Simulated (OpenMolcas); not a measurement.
Computed levels of 4d4 in ions with 40 electrons, in cm-1 above 5D0.

```
Program             : OpenMolcas 26.06
Method              : SS-CASPT2, IPEA 0.25 Eh, imaginary shift 0.1 Eh
Basis               : ANO-R3
Scalar Hamiltonian  : X2C, finite nucleus
Spin-orbit coupling : state interaction with AMFI integrals over the reference wave functions, term energies averaged over their components
```

Active space for each ion: 4 electrons in 5 orbitals (4d); closed shells correlated by CASPT2: 4s 4p.

```
 Level   Tc3+   Ru4+   Rh5+   Ag7+
   5D1    346    486    669   1211
   5D2    942   1296   1740   2970
   5D3   1701   2300   3030   4940
   5D4   2570   3430   4450   7020
3P0(1)  14280  16420  18280  21600
   3H4  15510  17740  19820  23770
3P1(1)  16060  18840  21430  26530
   3H5  16320  18890  21400  26500
   3H6  17030  19840  22630  28360
```

Problem. Estimate 5D4, 3P0(1), 3H4 for Pd6+ from its neighbours Rh5+ and Ag7+.

Solution. 5D4 is fine structure, which grows about as the fourth power of a screened charge, so the fourth roots are averaged: ((4450^0.25 + 7020^0.25) / 2)^4 = 5626. The calculation gives 5600, so the estimate is off by +0.5 %.
3P0(1) is another term, which grows about linearly with the charge: (18280 + 21600) / 2 = 19940. The calculation gives 20040, so the estimate is off by -0.5 %.
3H4 is another term, which grows about linearly with the charge: (19820 + 23770) / 2 = 21795. The calculation gives 21870, so the estimate is off by -0.3 %.

Mixed levels, with the weight of the term that names them: Pd6+ 3H4 (73 %), Ag7+ 3H4 (70 %).

CASPT2 does not keep the components of a term degenerate, so their means are used; among the terms shown or strongly mixed into the levels shown the widest spread is 80 cm-1 (4d4 3G, Rh5+). Levels of configurations outside the active space are missing.

A number in round brackets counts repeated terms of one configuration in the order of the reference energies.
